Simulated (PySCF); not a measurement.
Highest orbital energy against ionisation energy along group 15

Calculated with PySCF 2.14, no spin-orbit coupling. Each cell gives −ε(HOMO) / ΔSCF in eV; NIST values include spin-orbit coupling, (s) semi-empirical, (t) theoretical.

| species | UHF | LDA | PBE | PBE0 | r2SCAN | NIST (lowest levels) |
| --- | --- | --- | --- | --- | --- | --- |
| N²⁺ (aug-cc-pVTZ, non-relativistic) | 47.991 / 47.265 | 38.550 / 47.833 | 38.804 / 47.984 | 41.229 / 47.970 | 39.748 / 48.187 | 47.445 (s) |
| P²⁺ (aug-cc-pV(T+d)Z, non-relativistic) | 29.974 / 29.580 | 24.802 / 30.203 | 24.953 / 30.238 | 26.368 / 30.259 | 25.403 / 30.369 | 30.203 |
| As²⁺ (aug-cc-pVTZ-PP with ECP10MDF, ECP) | 27.809 / 27.481 | 23.125 / 28.133 | 23.111 / 27.974 | 24.456 / 28.032 | 23.618 / 28.262 | 28.349 ± 0.012 |
| Sb²⁺ (aug-cc-pVTZ-PP with ECP28MDF, ECP) | 24.426 / 24.139 | 20.572 / 24.920 | 20.485 / 24.700 | 21.644 / 24.735 | 20.873 / 24.872 | 25.323 |
| Bi²⁺ (aug-cc-pVTZ-PP with ECP60MDF, ECP) | 23.311 / 23.042 | 19.713 / 23.883 | 19.580 / 23.634 | 20.689 / 23.660 | 19.924 / 23.727 | 25.571 |

Task: How far is −ε(HOMO) from ΔSCF on average for each method, and why?

Result: UHF 0.40 eV; LDA -5.64 eV; PBE -5.52 eV; PBE0 -4.05 eV; r2SCAN -5.17 eV. Hartree-Fock orbital energies lack relaxation and so exceed the ΔSCF value; semilocal functionals have convex E(N) from self-interaction, so their HOMO lies far too high; exact exchange moves hybrids part of the way back.
